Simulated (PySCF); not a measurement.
Compound: C₉H₉N.
SMILES with atom numbers: `[CH2:1]=[C:2]1[CH:3]=[CH:4][C:5]([C@@H:6]([CH3:7])[C:8]#[N:9])=[CH:10]1` (hydrogens: H11, H12 on C1; H13 on C3; H14 on C4; H15 on C6; H16, H17, H18 on C7; H19 on C10)

The same species was optimised twice, with GFN2-xTB and with PBE0-D3(BJ)/def2-SVP (PySCF), and the same property calculations (PySCF, gas phase) were run on both structures.

```tsv
coordinate	GFN2-xTB	PBE0-D3(BJ)/def2-SVP	change
C6–C8 (Å)	1.447	1.467	+0.020
C8≡N9 (Å)	1.143	1.157	+0.014
C4–C5 (Å)	1.463	1.474	+0.011
C3=C4 (Å)	1.342	1.353	+0.011
C1=C2 (Å)	1.335	1.345	+0.010
C5=C10 (Å)	1.347	1.356	+0.009
C2–C10 (Å)	1.460	1.467	+0.007
C2–C3 (Å)	1.463	1.470	+0.007
C5–C6 (Å)	1.501	1.504	+0.003
C6–C7 (Å)	1.536	1.536	0.000
C5–C6–C8 (°)	108.6	110.4	+1.8
C6–C5–C10 (°)	127.8	126.9	-0.9
C4–C5–C6 (°)	123.4	124.1	+0.7
C7–C6–C8 (°)	109.7	110.4	+0.7
C5–C6–C7 (°)	111.4	112.1	+0.7
C3–C2–C10 (°)	105.8	106.4	+0.6
C6–C8–N9 (°)	179.2	178.7	-0.5
C1–C2–C10 (°)	127.2	126.8	-0.4
C4–C5–C6–C7 (°)	-63	-68	-5
```

Rotational constants: A = 2971, B = 795.4, C = 761.4 MHz (GFN2-xTB) against A = 2972, B = 779.0, C = 736.2 MHz (PBE0-D3(BJ)/def2-SVP). Point groups within 0.08 Å: C1 and C1.

On the GFN2-xTB structure: HOMO (eV) -6.73 [PBE0/pcSseg-1]; LUMO (eV) -2.21 [PBE0/pcSseg-1]; dipole (D) 4.45 [PBE0/pcSseg-1]; GIAO shielding of C1 (ppm) 52.3 [PBE0/pcSseg-1]; GIAO shielding of C2 (ppm) 27.7 [PBE0/pcSseg-1]; GIAO shielding of C3 (ppm) 53.4 [PBE0/pcSseg-1]; GIAO shielding of C4 (ppm) 47.7 [PBE0/pcSseg-1]; GIAO shielding of C5 (ppm) 33.7 [PBE0/pcSseg-1]; GIAO shielding of C6 (ppm) 159.5 [PBE0/pcSseg-1]; GIAO shielding of C7 (ppm) 164.5 [PBE0/pcSseg-1]; GIAO shielding of C8 (ppm) 61.6 [PBE0/pcSseg-1].

Q: What do these properties become on the PBE0-D3(BJ)/def2-SVP structure?

A: 
```json
{"property": "HOMO (eV)", "level": "PBE0/pcSseg-1", "on GFN2-xTB": "-6.73", "on PBE0-D3(BJ)/def2-SVP": "-6.73", "change": "0.00"}
{"property": "LUMO (eV)", "level": "PBE0/pcSseg-1", "on GFN2-xTB": "-2.21", "on PBE0-D3(BJ)/def2-SVP": "-2.26", "change": "-0.05"}
{"property": "dipole (D)", "level": "PBE0/pcSseg-1", "on GFN2-xTB": "4.45", "on PBE0-D3(BJ)/def2-SVP": "4.58", "change": "+0.13"}
{"property": "energy, GFN2-xTB geometry as zero (kcal/mol)", "level": "PBE0/pcSseg-1", "on GFN2-xTB": "0.0", "on PBE0-D3(BJ)/def2-SVP": "-0.8", "change": "-0.8"}
{"property": "GIAO shielding of C1 (ppm)", "level": "PBE0/pcSseg-1", "on GFN2-xTB": "52.3", "on PBE0-D3(BJ)/def2-SVP": "49.1", "change": "-3.2"}
{"property": "GIAO shielding of C2 (ppm)", "level": "PBE0/pcSseg-1", "on GFN2-xTB": "27.7", "on PBE0-D3(BJ)/def2-SVP": "25.8", "change": "-1.9"}
{"property": "GIAO shielding of C3 (ppm)", "level": "PBE0/pcSseg-1", "on GFN2-xTB": "53.4", "on PBE0-D3(BJ)/def2-SVP": "51.0", "change": "-2.4"}
{"property": "GIAO shielding of C4 (ppm)", "level": "PBE0/pcSseg-1", "on GFN2-xTB": "47.7", "on PBE0-D3(BJ)/def2-SVP": "44.6", "change": "-3.1"}
{"property": "GIAO shielding of C5 (ppm)", "level": "PBE0/pcSseg-1", "on GFN2-xTB": "33.7", "on PBE0-D3(BJ)/def2-SVP": "31.7", "change": "-2.0"}
{"property": "GIAO shielding of C6 (ppm)", "level": "PBE0/pcSseg-1", "on GFN2-xTB": "159.5", "on PBE0-D3(BJ)/def2-SVP": "156.1", "change": "-3.4"}
{"property": "GIAO shielding of C7 (ppm)", "level": "PBE0/pcSseg-1", "on GFN2-xTB": "164.5", "on PBE0-D3(BJ)/def2-SVP": "161.9", "change": "-2.6"}
{"property": "GIAO shielding of C8 (ppm)", "level": "PBE0/pcSseg-1", "on GFN2-xTB": "61.6", "on PBE0-D3(BJ)/def2-SVP": "58.8", "change": "-2.8"}
```

The heavy atoms differ by 0.073 Å rms after alignment. Among bonds between heavy atoms C6–C8 changes most (+0.020 Å). Changes are differences of the printed values. Neither structure is proved a minimum here.

The values belong to the conformer `[CH2:1]=[C:2]1[CH:3]=[CH:4][C:5]([C@@H:6]([CH3:7])[C:8]#[N:9])=[CH:10]1`: C4–C5–C6–C7 -68°.
